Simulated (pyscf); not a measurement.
Structures and frequencies: ωB97X-D3(BJ)/def2-SVP in PySCF.

SMILES: O[SiH2][Ga]([Cl])[Cl]
```xyz
8

O      0.1421     1.0979     0.7546
Si    -0.1445     0.6628    -0.8322
Ga    -1.7330    -1.0944    -0.6595
Cl    -3.4714    -1.2453    -1.9087
Cl    -1.5750    -2.7178     0.7289
H      0.7953     1.7843     0.9268
H      1.0855     0.1668    -1.5208
H     -0.6967     1.7872    -1.6430
```
Charge 0, spin multiplicity 1.

### Question
How much does it cost (ΔH, 298 K, ωB97M-D3(BJ)/def2-TZVP) to split HO–SiH₂–Ga(Cl)–Cl (SMILES O[SiH2][Ga]([Cl])[Cl]) at its Ga–Si bond into HO–SiH₂• + [Cl–Ga–Cl]•?

### Answer
Ga–Si to HO–SiH₂• + [Cl–Ga–Cl]•: 279.0 kJ/mol. The 7 functionals that were run give +256.7 (PBE) to +303.5 kJ/mol (ωB97X-D3(BJ)). The radicals are drawn with the spin at the cut bond; how far it spreads was not checked. Other isomers of HO–SiH₂• were not searched in full and may lie lower. Elements up to Kr have no core potential and no relativistic terms here.
